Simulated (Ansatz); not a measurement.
Basis-set extrapolation for `CCBN[SiH3]` (PBE0-D4/def2-TZVP geometry, frozen core, the Gaussian-basis code of Ansatz). Multiplicity 1, RHF reference.

|  | def2-TZVPP | def2-QZVPP |
| --- | --- | --- |
| HF | -449.766451 | -449.783582 |
| MP2 correlation | -0.793482 | -0.845924 |
| CCSD(T) correlation | -0.887261 | not run |

Energies in hartree. Use E(X) = E(∞) + A·exp(−7.88·√X) for Hartree–Fock and E(X) = E(∞) + B·X^(−2.97) for correlation, with X = 3 and 4, and add CCSD(T) minus MP2 of the smaller set to the MP2 limit.

What is the CCSD(T) energy at the basis-set limit?

HF limit: -449.783582 + (-0.017131) × 0.13774 = -449.78594. MP2 limit: -0.845924 + (-0.052442) × 0.74074 = -0.88477. Higher-order term: -0.887261 − (-0.793482) = -0.09378. Total: -450.76449 hartree, 290.8 kJ/mol below CCSD(T)/def2-TZVPP.
